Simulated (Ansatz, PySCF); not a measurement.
CH₄BF₂N (SMILES CNB(F)F), singlet, geometry from GFN2-xTB, with bond 3-1 at 1.4 times its length. Base run: CASSCF(4,3)/6-31G run with PySCF.

Here is a job for PySCF.
```python
from pyscf import gto, scf, mcscf
import numpy

mol = gto.Mole()
mol.atom = '''
    B     0.23220039    0.41572282    0.29037669
    F     1.27354288    0.88431928    0.97168600
    F    -1.22542431    1.55901580    0.13711663
    N     0.24751763   -0.84816698   -0.26492793
    C    -0.81303220   -1.47728198   -1.02636782
    H     1.06618515   -1.42508385   -0.14984154
    H    -1.14730226   -2.39168339   -0.53220151
    H    -0.46640458   -1.72459666   -2.03172919
    H    -1.64915541   -0.78650893   -1.09872981
'''
mol.basis = '6-31g'
mol.verbose = 3
mol.build()

mf = scf.RHF(mol)
mf.kernel()
mc = mcscf.CASSCF(mf, 3, 4)
mc.fix_spin_(ss=0.0)
mc.kernel()
occ = numpy.linalg.eigvalsh(mc.fcisolver.make_rdm1(mc.ci, mc.ncas, mc.nelecas))[::-1]
ss = mc.fcisolver.spin_square(mc.ci, mc.ncas, mc.nelecas)[0]
print('natural occupations', occ.round(4), ' <S^2>', round(ss, 4))
```

Programs used: Ansatz (a quantum-chemistry and plane-wave program), PySCF; a row that names a program was run with it.

Variants of this job, named by their change:

| change | ΔE vs base (kcal/mol) | natural occupations | <S^2> of the state | outcome |
|---|---|---|---|---|
| base | 0.000 | 2.00 1.94 0.06 | 0.00 | converged |
| active space = 10 electrons, 9 orbitals | -56.57 | 2.00 1.98 1.98 1.98 1.96 0.04 0.02 0.02 0.02 | 0.00 | converged |
| start = MP2 natural orbitals | 0.000 | 2.00 1.94 0.06 | 0.00 | converged |
| active space = 2 electrons, 2 orbitals | 9.84 | 1.98 0.02 | 0.00 | converged |
| solver = newton | 0.246 | 2.00 1.94 0.06 | 0.00 | converged |
| code = ansatz | 0.009 | - | - | converged |
| active space = 6 electrons, 4 orbitals | -0.117 | 2.00 2.00 1.94 0.06 | 0.00 | converged |
| active space = 4 electrons, 5 orbitals | -9.08 | 1.98 1.94 0.06 0.02 0.00 | 0.00 | converged |
| orbitals = fixed (CASCI) | 17.92 | 2.00 1.99 0.01 | 0.00 | converged |
| conv_tol = 1e-5 | - | - | - | not converged |
| orbitals = fixed (CASCI); correction = SC-NEVPT2 | -302.3 | 2.00 1.99 0.01 | 0.00 | converged |

Active orbitals are taken around the Fermi level unless the row says otherwise; CASSCF can end in different local minima, and two programs can end on different orbitals. State-averaged rows give the lowest state.
